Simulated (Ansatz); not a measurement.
C$_{2}$H$_{3}$ClHfO$_{2}$, SMILES `C#[C][Hf]([OH])([OH])[Cl]`. Total charge 0; spin multiplicity 1. Correlated methods include outer-core shells of Hf, which these sets cover unevenly. Hf: def2 effective core potential.

Cartesian coordinates in Å:
```
C -1.115 1.335 -2.098
C -0.571 0.828 -1.138
Hf 0.432 -0.045 0.600
O -0.923 -0.643 1.790
O 1.510 -1.476 -0.034
Cl 1.776 1.592 1.645
H -1.592 1.782 -2.941
H -1.503 -1.094 2.395
H 1.986 -2.279 -0.219
```

(1) Give the diagnostics of a CCSD(T)/def2-TZVPP run (frozen core, the Gaussian-basis code of Ansatz). (Best estimate.)

## Answers

(1) The calculation gave: T1 = 0.0152, largest single amplitude 0.026, largest double 0.050, (T) share of the correlation energy 4.3 %, 10 CCSD cycles. The RHF solution is stable towards an unrestricted one. T1 lies under the customary mark of 0.02 for closed shells.
